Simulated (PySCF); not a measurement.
**Structure from 2D NMR**

Compound of formula C$_{8}$H$_{11}$P. Correlations simulated from computed shifts and the bond graph:

HSQC (one-bond C–H):
```
  δH     δC
7.48  141.4
7.13  135.0
2.35   23.4
1.17   15.1
```

COSY cross peaks (H two or three bonds apart, from the bond graph; peaks can be absent where the dihedral angle is near 90°):
```
  δH    δH
7.48  7.13
4.16  1.17
```

HMBC (two and three bonds, from the bond graph):
```
  δH                                δC
7.48        144.7, 143.6, 141.4, 135.0
7.13  144.7, 143.6, 141.4, 135.0, 23.4
4.16                143.6, 141.4, 15.1
2.35                      144.7, 135.0
1.17                             143.6
```

Carbons without hydrogens: δ 144.7, 143.6.

- coordinates at the PBE0-D3(BJ)/def2-SVP level
- shieldings: GIAO B3LYP/pcSseg-1
- code: PySCF 2.14
- in vacuum, relativity neglected, one conformer, averaged over atoms made equivalent by symmetry, fast rotation or ring inversion

Scale: ¹H and ¹³C against TMS (reference shieldings calculated alike).

Exchangeable hydrogens are left out of these lists.

**Question.** Assemble the structure.

**Answer.** `CPc1ccc(C)cc1`.

Numbering as in the mapped SMILES `[CH3:1][PH:2][c:3]1[cH:4][cH:5][c:6]([CH3:7])[cH:8][cH:9]1`. Hydrogens are named by the atom that carries them.

1. δC 144.7 is C6, a substituted aromatic carbon.
2. δC 143.6 is C3, a substituted aromatic carbon.
3. δC 141.4 is C4/C9, an aromatic CH (δH 7.48).
4. δC 135.0 is C5/C8, an aromatic CH (δH 7.13).
5. δC 23.4 is C7, a methyl carbon on an aromatic ring (δH 2.35).
6. δC 15.1 is C1, a methyl carbon bonded to P (δH 1.17).
7. HMBC from δH 7.48 reaches the proton-free carbons C6, C3.
8. HMBC from δH 7.13 reaches the proton-free carbons C6, C3.
9. HMBC from δH 4.16 reaches the proton-free carbon C3.
10. HMBC from δH 2.35 reaches the proton-free carbon C6.
11. COSY links 7.48–7.13, 4.16–1.17.

The data come from this structure; uniqueness wasn't tested.

Shifts are as computed. Against solution values, carbons near 30 ppm lie about +2 ppm off and those near 130 ppm about +6 ppm. Of 1309 compounds with measured shifts, 239 miss one by over three times the rms of a fit or turn the order of signals round; such compounds aren't used in these exercises.
